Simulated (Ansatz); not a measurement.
Ansatz (a first-principles code) input (B2GP-PLYP/def2-TZVPD):

Ansatz 0.2 input:
```yaml
crystal:
  periodic: [false, false, false]
  atoms:
    - {symbol: S, position_ang: [-0.21893664, -0.10620662, 0.36855545]}
    - {symbol: O, position_ang: [0.23046504, 1.25696270, -0.16615744]}
    - {symbol: O, position_ang: [0.11738981, -1.21182731, -0.44335922]}
    - {symbol: H, position_ang: [0.72014738, 1.33822274, -1.02075390]}
basis:
  gaussian:
    orbitals: def2-TZVPD
hamiltonian:
  xc: {name: B2GP-PLYP}
total_charge: 1
magnetization: {spin_polarized: false}
correlation: {electrons: outside_noble_gas}
```

End of the output:

```
integrals: 0.11 GiB planned
857 factors; integrals over basis functions are off by at most 1.2e-3 eV
mean field: 0.48 GiB planned
mean field evaluation 1: about -14912.9763 eV, gradient 7.9e1 eV
mean field evaluation 2: about -14912.9855 eV, gradient 7.9e1 eV
mean field evaluation 4: about -14922.4611 eV, gradient 1.4e1 eV
mean field evaluation 8: about -14922.8111 eV, gradient 3.1e-1 eV
mean field evaluation 16: about -14922.8117 eV, gradient 6.1e-5 eV
mean field -14922.81172509 eV, -548.4032158519 hartree, gradient 3.1e-6 eV, S^2 0.000000; 0 other end points of the search recorded, 0 dependent functions left out
7 core orbitals not correlated
reference -14922.81181624 eV, -548.4032192017 hartree; 9, 9 occupied and 119, 119 virtual orbitals, 857 factors
second order -20.54272447 eV of doubles, -0.00000000 eV of singles
Total energy: -14930.20719705 eV, -548.6749944337 hartree
```

It need not be the lowest isomer of its formula.
